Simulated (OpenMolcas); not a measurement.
**Mo²⁺: from RASSCF to RASPT2**

```json
{
  "Program": "OpenMolcas 26.06",
  "Basis": "ANO-R2 [7s5p4d2f1g]",
  "Scalar Hamiltonian": "X2C, finite nucleus",
  "Active space": "10 electrons in 8 orbitals (RAS1 4p, at most 2 holes; RAS2 4d)",
  "State averaging": "2S+1 = 5 even, 5 roots; 2S+1 = 3 even, 45 roots; 2S+1 = 1 even, 50 roots",
  "Spin-orbit coupling": "RASSI with atomic mean-field integrals over the reference wave functions, term energies averaged over their components"
}
```

Methods on the same reference wave functions:
A. RASSCF
B. SS-RASPT2, IPEA 0.25 Eh, imaginary shift 0.1 Eh (closed shells correlated: 4s)
C. MS-RASPT2, IPEA 0.25 Eh, imaginary shift 0.1 Eh (closed shells correlated: 4s)

Energies in cm-1 above 4d4 5D0, the measured ground level; measured values from Sugar and Musgrove, J. Phys. Chem. Ref. Data 17, 155 (1988).

```
            Level      A      B      C  Measured
          4d4 5D0    0.0    0.0    0.0       0.0
          4d4 5D1    240    250    248       242
          4d4 5D2    673    692    688       668
          4d4 5D3   1249   1270   1264      1224
          4d4 5D4   1930   1943   1938      1872
       4d4 3P0(1)  14140  12330  12300     11149
       4d4 3P1(1)  15462  13640  13580     12510
          4d4 3H4  16576  13590  13590     12680
          4d4 3H5  17191  14170  14160     13276
       4d4 3P2(1)  17442  15590  15490          
       4d4 3F2(1)  17480  15240  15250          
4d4 3F3(1) [74 %]  17574  15190  15200     13948
          4d4 3H6  17725  14690  14680     13811
       4d4 3F4(1)  17909  15550  15510     14296
   4d4 3G3 [74 %]  20185  17130  17100     15871
          4d4 3G4  20649  17540  17500     16283
          4d4 3G5  21118  17900  17900     16714
          4d4 3D3  24528  20880  20870     19488
          4d4 3D2  24619  20970  20980     19577
          4d4 3D1  24926  21310  21310          
       4d4 1G4(1)  25074  22160  22130     20612
          4d4 1I6  25604  20830  20820     20290
       4d4 1S0(1)  26854  24630  24590     22990
       4d4 1D2(1)  29414  24880  24860     22806
```

Deviations, from unrounded energies. A percentage is the sum of absolute deviations over the sum of measured energies, with the sign that they share, or ± where signs differ.

```tsv
Against measurement	Levels	A	B	C
mean absolute deviation (cm-1)	20	3400	1000	980
fine structure of the ground term (%)	4	±2.3	+3.7	+3.3
other terms of the ground configuration (%)	16	+25.7	+7.4	+7.3
```

B, C lie about equally close to measurement and A furthest from it. The largest miss of C in the table is 4d4 1D2(1), by +2100 cm-1. The ranking rests on the paired levels alone, and a cruder setting can come out closer through cancelling errors.

Between B and C the level of the table that moves most is 4d4 3P2(1), by 97 cm-1 (lowest in C, highest in B). Moves below CASPT2's spread within the term are not significant.

The mean deviations of B to C differ by less than CASPT2's widest spread within a term (2000 cm-1), so their order carries little weight.

From A to B the spin-free energies of the other terms of 4d4 shown, above 5D, scale by factors of 0.80 to 0.91, as is usual when dynamic correlation screens the repulsion within a d or f shell.

The lowest spin-free term lies below A's lowest term by 0.285 hartree in B, 0.285 hartree in C.

CASPT2 does not keep the components of a term degenerate, so their means are used; among the terms shown or strongly mixed into the levels shown the widest spread is 2000 cm-1 (4d4 1I, C). Active for correlation alone: 4p; no level in the range computed is led by a configuration that opens it, so any true level of that kind is missing. Without dynamic correlation excited terms often stand tens of per cent too high (terms of higher spin than the ground term too low), and those without a measured partner can miss by more than the paired ones (holds for A). Some levels mix across a computed gap that differs much from the measured one, so their mixing is not that of the real levels (holds for A). The CASPT2 spread within a term exceeds the gap to the next term for 4d4 3H and 4d4 3P(1), 4d4 1I and 4d4 3D, 4d4 1S(1) and 4d4 1D(1), so the order of their levels is uncertain (holds for C). Measured partners are found by configuration, term and J. A level has none where our copy of the source lacks it or the pairing is in doubt (some pairs that miss far off the trend of their configuration count as doubtful), and it then counts in no deviation. Levels of configurations outside the active space are missing. The table leaves out levels that lie high or whose names do not pair safely across all columns.

A share in square brackets marks a mixed level and gives the weight of the term that names it, the lowest over the columns. A number in round brackets counts repeated terms of one configuration in the order of the reference energies.
